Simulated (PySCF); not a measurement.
Species: C₉H₉ (doublet state).
Atom-mapped SMILES: `[CH:1]#[C:2][C@H:3]([CH3:4])[C:5]1=[CH:6][CH:7][CH:8]=[CH:9]1` (hydrogens: H10 on C1; H11 on C3; H12, H13, H14 on C4; H15 on C6; H16 on C7; H17 on C8; H18 on C9)

Geometry (GFN2-xTB, Å), atoms numbered from 1 in this order:
```xyz
18
C9H9 angstrom
C     -2.016    2.092   -1.502
C     -1.568    1.021   -1.213
C     -1.029   -0.277   -0.843
C     -1.828   -0.854    0.346
C      0.406   -0.180   -0.466
C      1.045    0.933    0.148
C      2.344    0.593    0.379
C      2.549   -0.769   -0.095
C      1.369   -1.223   -0.600
H     -2.407    3.028   -1.769
H     -1.136   -0.961   -1.695
H     -1.442   -1.835    0.611
H     -2.878   -0.943    0.078
H     -1.738   -0.197    1.207
H      0.562    1.864    0.373
H      3.104    1.200    0.834
H      3.481   -1.298   -0.040
H      1.175   -2.188   -1.031
```

The hyperfine couplings belong to this conformer and change with its torsions.

Method: UKS B3LYP, pcH-1 on C H, non-relativistic, mean-field spin-orbit, GIAO (PySCF). Geometry: GFN2-xTB, one conformer, isolated molecule. Couplings are sensitive to structure, and on GFN2-xTB geometries they can be far from those on DFT ones. Stability of the SCF solution: not tested.

The isotropic 13C couplings, averaged over equivalent nuclei, are +50.5, +46.5, -26.8, -18.0, +16.9, +11.5, +0.9 MHz. Assign them to C1; C2; C3; C4; C5; C6/C9; C7/C8.

```tsv
site	a_iso (MHz)	ρ(0) (bohr⁻³)	position	distance from C5 (Å)	spin population	largest |T| (MHz)
C1	+0.9	+0.0008	3 bonds from C5	3.48	0.00	1.2
C2	+11.5	+0.0102	2 bonds from C5	2.43	+0.01	2.1
C3	-18.0	-0.0160	1 bond from C5	1.49	-0.04	1.8
C4	+46.5	+0.0414	2 bonds from C5	2.47	+0.03	7.4
C5	+50.5	+0.0449	largest spin population	0.00	+0.60	94.6
C6/C9	-26.8	-0.0238	1 bond from C5	1.42	-0.11	9.4
C7/C8	+16.9	+0.0151	2 bonds from C5	2.25	+0.32	51.5
```

ρ(0) is the spin density at the nucleus and T the dipolar tensor; entries for several nuclei are means. The Mulliken spin populations are largest on C5 (+0.60), C8 (+0.32), C7 (+0.32) and C9 (-0.11). Three atoms exceed +0.15. The positive populations add up to 1.30 and the negative ones to -0.30, together 2S = 1. The angles at C5 add up to 359.9°, so it is planar.

β density exceeds α density at some nuclei, such as C6/C9 (-0.0238), C3 (-0.0160) and H16/H17 (-0.0050), spin density in bohr⁻³. In a single determinant that takes different orbitals for the two spins, that is spin polarisation.

Means are taken over nuclei equivalent by connectivity, which assumes that they swap fast. The three 1H nuclei of mean +4.0 MHz run from -2.4 to 15.7 MHz in the frozen geometry.

The SMILES `C#C[C@H](C)C1=C[CH]C=C1` draws the unpaired electron on C7, whose computed spin population is only +0.32.
